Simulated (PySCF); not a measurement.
Ge(OH)2(SH)2 (GeH₄O₂S₂), SMILES [OH][Ge]([OH])([SH])[SH]. Geometry optimised at PBE-D3(BJ)/def2-SVP. This is a generated structure with no PubChem entry under its InChIKey; it may be hypothetical. Other conformers were not sampled.

The numbers are results of PBE-D3(BJ)/def2-SVP run with PySCF 2.14.0, not measurements.

Harmonic wavenumbers (cm⁻¹): 83, 117, 144, 168, 200, 210, 230, 274, 278, 372, 422, 661, 680, 714, 727, 884, 906, 2614, 2614, 3708, 3710. Rotational constants (GHz): 2.637, 1.565, 1.410; symmetry number 2.

Question: Work out the zero-point energy and the ideal-gas rigid-rotor harmonic-oscillator thermochemistry at 298.15 K and 1 atm.

Answer: ZPE = ½ Σ hcν = ½ × 19715 cm⁻¹ = 28.18 kcal/mol. H − E(el) = 34.61 kcal/mol. Entropy in cal/(mol K): translation 41.35, rotation 27.03, vibration 24.86, total 93.23. G − E(el) = 6.81 kcal/mol. Cp = 31.86 cal/(mol K). Modes under 150 cm⁻¹ make the vibrational entropy uncertain.
